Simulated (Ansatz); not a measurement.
Consider the redistribution: `C[O][Ge]([CH3])([OH])[OH]` + `F[Si](Cl)(Br)Br` → `C[O][Ge]([CH3])([OH])[Cl]` + `O[Si](F)(Br)Br`.

Calculated with Ansatz (gas phase, PBE0-D4/def2-TZVP geometries, no zero-point term in ΔE). CBS: MP2 limit from def2 TZ/QZ plus the TZ coupled-cluster correction, frozen cores. Functionals use def2-TZVPP. For Br, Ge outer-core shells are correlated without core-valence functions, which leaves a few kJ/mol of doubt a bond. Scalar relativity is left out up to krypton. One conformer a species, not always the lowest.

Problem. Is it downhill or uphill in electronic energy at CCSD(T)/CBS, and by how much? (An estimate is asked.)

Solution. Computed: Downhill: ΔE = -0.62 eV.

Problem. What do these levels give: PBE-D4, PBE0-D4, ωB97X-V, ωB97M-V, PBE, PBE0, HF/def2-TZVPP, MP2/def2-TZVPP, CCSD/def2-TZVPP, HF/def2-QZVPP, SCS-MP2/def2-QZVPP, CCSD/CBS(def2)? (An estimate is asked.)

Solution. Ansatz gave: PBE-D4 -0.60, PBE0-D4 -0.63, ωB97X-V -0.63, ωB97M-V -0.64, PBE -0.60, PBE0 -0.64, HF/def2-TZVPP -0.74, MP2/def2-TZVPP -0.61, CCSD/def2-TZVPP -0.64, HF/def2-QZVPP -0.74, SCS-MP2/def2-QZVPP -0.62, CCSD/CBS(def2) -0.63 eV.

Largest T1 diagnostic among the species: 0.011.

In def2-TZVPP, CCSD(T) changes the Hartree–Fock value by +0.11 eV (the triples alone add +0.01 eV) and MP2 by +0.13 eV. From PBE to PBE0 (25 % exact exchange), in def2-TZVPP and without D4, ΔE moves by −0.03 eV.
